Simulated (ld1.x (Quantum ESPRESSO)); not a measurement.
# Varying the RRKJ potential for Ce

Base potential:

* Element: Ce
* Generator: ld1.x (Quantum ESPRESSO) 7.5
* Type: norm-conserving RRKJ (Kleinman–Bylander form)
* Functional: PBEsol
* Relativity: scalar-relativistic
* Frozen core: [Kr] 4d10
* Valence charge: 12
* Reference configuration: 4f1 5s2 5p6 5d1 6s2 6p0
* Partial waves: 5s (bound): rc 1.80 bohr; 5p (bound): rc 2.55 bohr; 5d (bound): rc 2.40 bohr; 4f (bound): rc 1.70 bohr
* Local potential: all-electron potential smoothed inside 1.50 bohr (lloc = -2)
* Core correction: none
* rho0: 0.005

Occupied shells without a wave of their own: 6s. They enter only through the test configuration that unscreens the potential.

All-electron outer shells of the reference configuration (PBEsol, scalar-relativistic, ld1.x):

```tsv
shell	level (eV)	outermost node (bohr)	outermost maximum (bohr)
4p	-210.81	0.33	0.62
4d	-110.40	0.31	0.66
5s	-40.61	0.75	1.37
5p	-23.22	0.81	1.55
4f	-5.42	–	0.71
6s	-3.77	1.82	3.72
5d	-3.07	0.92	2.18
6p	-1.33	2.15	4.84
```

Cutoffs, loose and tight: the cutoffs (Ry, on a coarse ladder) from which the occupation-weighted sum of valence levels, in a spherical-Bessel basis at the reference potential, stays within 10 and 1 mRy of its value at 400 Ry. They do not see the model core or the augmentation charge, which bear on the density cutoff. Test errors are all-electron minus pseudo excitation energies from the reference, over the configurations 4f1 5s2 5p6 5d1 6s1 6p0; 4f1 5s2 5p6 5d1 6s0 6p0; 4f1 5s2 5p6 5d0 6s0 6p0; 4f1 5s2 5p6 5d1 6s0 6p2; 4f1 5s2 5p6 5d2 6s1 6p0; 4f1 5s1 5p6 5d1 6s2 6p0; 4f1 5s2 5p6 5d1.5 6s1.5 6p0. A dash means not determined; rows that change the core or the reference have their own tests.

| change | outcome | cutoff, loose | cutoff, tight | bound ghosts | largest test error (meV) |
| --- | --- | --- | --- | --- | --- |
| base | generated | 70 Ry | 100 Ry | none | -688 |
| wave 5s (bound): rc 1.80 bohr becomes 5s (bound): rc 1.38 bohr | generated | 70 Ry | 100 Ry | none | -573 |
| wave 5s (bound): rc 1.80 bohr becomes 5s (bound): rc 1.70 bohr | generated | 70 Ry | 100 Ry | none | -568 |
| wave 5s (bound): rc 1.80 bohr becomes 5s (bound): rc 1.90 bohr | generated, misses its reference levels by 0.16 eV | 70 Ry | 100 Ry | none | -849 |
| wave 5s (bound): rc 1.80 bohr becomes 5s (bound): rc 2.22 bohr | generated, misses its reference levels by 0.26 eV | 70 Ry | 100 Ry | none | -1420 |
| wave 5s (bound): rc 1.80 bohr becomes 5s (bound): rc 2.42 bohr | generated, misses its reference levels by 0.27 eV | 70 Ry | 100 Ry | none | -1465 |

(1) What comes out with this change to the base: wave 5s (bound): rc 1.80 bohr becomes 5s (bound): rc 2.72 bohr?

(2) What comes out with this change to the base: wave 5s (bound): rc 1.80 bohr becomes 5s (bound): rc 1.20 bohr?

Answers

(1) outcome: generated; cutoff, loose: 70 Ry; cutoff, tight: 100 Ry; bound ghosts: none; largest test error (meV): -797.

(2) outcome: failed: compute_chi: n is too large. Cause: the Bessel-function wave could not be built (negative determinant in compute_phi), and the routine for χ then failed on it.

Reading the sweep of the s radius (base included, trends over the rows without a ghost): The loose cutoff stays near 70 Ry. The median size of the test errors (rows with all tests solved) is not monotonic: lowest 133.9 meV at 1.7 bohr, highest 365.7 meV at 2.42 bohr. The generation fails at 1.2 bohr.
